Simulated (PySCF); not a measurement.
## Polarisability and C₆ of Al (aluminium, neutral)

[Ne] 3s2 3p1, 2P determinant. All numbers are calculated (PySCF 2.14, the non-relativistic Hamiltonian (point nucleus), in def2-QZVPPD (10s6p5d2f1g, 76 functions)). Coupled (time-dependent) response in atomic units; α is the mean over directions.

```json
{"method": "UHF", "mean α (bohr³)": "61.01", "α xx, yy, zz": "51.91, 79.19, 51.91", "C₆ (like pair)": "551.7", "S(−4)": "1927"}
{"method": "PBE", "mean α (bohr³)": "64.20", "α xx, yy, zz": "52.81, 86.98, 52.81", "C₆ (like pair)": "567.3", "S(−4)": "2606"}
{"method": "PBE0", "mean α (bohr³)": "61.62", "α xx, yy, zz": "51.60, 81.66, 51.60", "C₆ (like pair)": "545.6", "S(−4)": "2191"}
{"method": "B3LYP", "mean α (bohr³)": "63.22", "α xx, yy, zz": "52.14, 85.37, 52.14", "C₆ (like pair)": "555.6", "S(−4)": "2489"}
{"method": "wB97X-V", "mean α (bohr³)": "59.40", "α xx, yy, zz": "50.74, 76.74, 50.74", "C₆ (like pair)": "525.7", "S(−4)": "1890"}
```

S(−4) is the Cauchy moment in α(ω) = α(0) + S(−4) ω² + …

Reference α: 57.8 ± 1 bohr³ (recommended; Schwerdtfeger and Nagle, table of static dipole polarizabilities (2023 update)). Published C₆: 528.0 (Chu and Dalgarno (2004); Tang, Norbeck and Certain (1976)).

α(iu) at UHF:

```csv
u (hartree),α(iu) (bohr³)
0,61.01
0.0500,56.67
0.100,47.38
0.200,30.05
0.300,19.27
0.500,9.259
0.750,4.740
1.00,2.897
1.50,1.461
2.00,0.9190
3.00,0.4974
5.00,0.2367
```

A single London oscillator, α(iu) = α/(1 + u²/ω²), gives C₆ = (3/4) ω α². Matching the computed C₆ needs ω = 4 × 551.7 / (3 × 61.01²) = 0.198 hartree.

The components differ because the open shell of this determinant is not spherical; for a pure term their mean is the scalar polarisability.
